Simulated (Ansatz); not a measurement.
A nudged elastic band was laid between two geometries of C₃H₄Se (8 atoms, charge 0, multiplicity 1).

Method: RKS PBE0-D4/def2-SVP in Ansatz 0.2.0.

```yaml
movable_images: 7
climbing_image: yes
spring: 5.0 eV/Å²
optimiser: quadratic models (default)
start_path: through a guess of the saddle point
force_threshold: 0.05 eV/Å
iteration_limit: 60
end_points: relaxed
```

First end point:

```xyz
8
Properties=species:S:1:pos:R:3
C -0.528 1.681 -0.357
C -0.059 0.526 0.040
C 0.419 -0.630 0.421
Se 0.597 -2.105 -0.780
H -1.587 1.935 -0.236
H 0.122 2.432 -0.820
H 0.814 -0.773 1.432
H 0.314 -3.124 0.243
```

Last end point:

```xyz
8
Properties=species:S:1:pos:R:3
C -0.464 1.693 -0.381
C -0.117 0.512 0.063
C 0.217 -0.675 0.498
Se -0.073 -2.255 -0.534
H -1.485 2.070 -0.254
H 0.258 2.341 -0.890
H 0.602 -0.817 1.514
H 1.153 -2.926 -0.071
```

**Question.** What changes between the two ends?

**Answer.** No bond is made or broken. The dihedral H7–C3–Se4–H8 goes from 38 to -40°. The two ends are copies of one structure, up to a mirror image or an exchange of like atoms.

**Question.** What energy profile does the band end with?

**Answer.** The forces met the threshold. The highest image is number 6 of 0 to 8, 0.045 eV above the ends, which have the same energy within 2 meV. The profile has 2 maxima (images 2, 6) with wells between them (image 4): this band takes more than one step, which may be the mechanism or a detour left from its start path. A structure lower than the first end lies on the path between it and the top, so the climb from that side starts below the end, which may itself be a saddle point or a shallow side well. A vibrational analysis at the climbing image gives one clearly imaginary mode, 147i cm⁻¹: a first-order saddle point.

| image | path coordinate (Å) | energy (eV) | dihedral H7–C3–Se4–H8 (°) |
| --- | --- | --- | --- |
| 0 | 0.00 | 0.000 | 38 |
| 1 | 0.64 | 0.015 | 69 |
| 2 | 1.28 | 0.042 | 100 |
| 3 | 1.92 | 0.031 | 136 |
| 4 | 2.56 | -0.014 | 174 |
| 5 | 3.20 | 0.015 | -149 |
| 6 | 3.84 | 0.045 | -111 |
| 7 | 4.56 | 0.021 | -75 |
| 8 | 5.29 | 0.000 | -40 |

**Question.** What is the geometry of the highest image?

**Answer.** 
```xyz
8
Properties=species:S:1:pos:R:3
C -0.550 1.504 -0.390
C -0.079 0.433 0.195
C 0.396 -0.643 0.764
Se 0.004 -2.412 0.120
H -1.511 1.934 -0.092
H 0.002 1.998 -1.197
H 1.031 -0.582 1.655
H 0.801 -2.289 -1.111
```

The run took 7.6 min on 2 threads of Arm Neoverse V1 (shared host), peak memory 0.2 GiB.
